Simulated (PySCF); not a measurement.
Several molecules and their computed UV-vis stick spectra, shuffled. The calculation used PySCF 2.14.0, density-fitted response routines, TDDFT PBE0/def2-SVPD, vertical, gas phase, core orbitals frozen in the response. Geometries: GFN2-xTB; one conformer of each isolated species. Triplets are in the Tamm–Dancoff approximation.

A. `COC1C(C)=C1C`
B. `N#C[C@@H]1OC[C@@]12CO[C@H]2F`
C. `CN(C)[SiH2]N`
D. `C=CCC(=C)CO`
E. `OC[C@H]1C=CCC1`

Lowest singlet levels (six at most, fewer where fewer were computed) with oscillator strengths:

1. 200 nm (f 0.114); 189 nm (f 0.136); 187 nm (f 0.019); 177 nm (f 0.045); 170 nm (f 0.034); 168 nm (f 0.016); T1 4.32 eV
2. 215 nm (f 0.029); 214 nm (f 0.014); 189 nm (f 0.019); 187 nm (f 0.022); 182 nm (f 0.005); 172 nm (f 0.018); T1 5.51 eV
3. 204 nm (f 0.002); 191 nm (f 0.005); 187 nm (f 0.005); 181 nm (f 0.074); 175 nm (f 0.057); 173 nm (f 0.065); T1 4.64 eV
4. 192 nm (f 0.083); 185 nm (f 0.031); 173 nm (f 0.113); 171 nm (f 0.015); 167 nm (f 0.018); 163 nm (f 0.023); T1 4.39 eV
5. 191 nm (f 0.005); 174 nm (f 0.004); 169 nm (f 0.000); 169 nm (f 0.014); 164 nm (f 0.009); 159 nm (f 0.002); T1 5.93 eV

Question: Match each spectrum to its molecule.

Answer: 1 = D, 2 = C, 3 = A, 4 = E, 5 = B.
- A: S1 at 6.09 eV, HOMO→LUMO+1 (72%), HOMO-1→LUMO+1 (15%); Löwdin shares by element: HOMO oxygen 43%, carbon 35% or more (atoms not listed hold the other 22%); LUMO carbon 49% or more (atoms not listed hold the other 51%); HOMO -6.90 and LUMO 0.64 eV.
- B: S1 at 6.49 eV, HOMO→LUMO (96%); Löwdin shares by element: HOMO oxygen 53% or more, carbon 17% or more, hydrogen 6% or more (atoms not listed hold the other 23%); LUMO carbon 31% or more, nitrogen 20%, oxygen 14% or more (atoms not listed hold the other 34%); HOMO -8.63 and LUMO -0.56 eV.
- C: S1 at 5.77 eV, HOMO→LUMO (67%), HOMO→LUMO+1 (31%); Löwdin shares by element: HOMO nitrogen 54% or more, carbon 17%, silicon 8% (atoms not listed hold the other 20%); LUMO silicon 31%, hydrogen 26% or more, nitrogen 13% or more (atoms not listed hold the other 30%); HOMO -6.27 and LUMO 0.56 eV.
- D: S1 at 6.20 eV, HOMO→LUMO (70%), HOMO-2→LUMO (13%), HOMO-1→LUMO (9%); Löwdin shares by element: HOMO carbon 76% or more (atoms not listed hold the other 24%); LUMO carbon 68% or more (atoms not listed hold the other 32%); HOMO -7.46 and LUMO -0.33 eV.
- E: S1 at 6.47 eV, HOMO→LUMO (71%), HOMO→LUMO+1 (18%), HOMO-1→LUMO (10%); Löwdin shares by element: HOMO carbon 56% or more, oxygen 10% (atoms not listed hold the other 35%); LUMO carbon 68% or more (atoms not listed hold the other 32%); HOMO -7.14 and LUMO 0.22 eV.
A and D have S1 within 0.12 eV of each other; their strongest listed levels stand at 6.85 eV (f 0.074) and 6.58 eV (f 0.136).
B and E have S1 within 0.03 eV of each other; their strongest listed levels stand at 7.36 eV (f 0.014) and 7.17 eV (f 0.113).
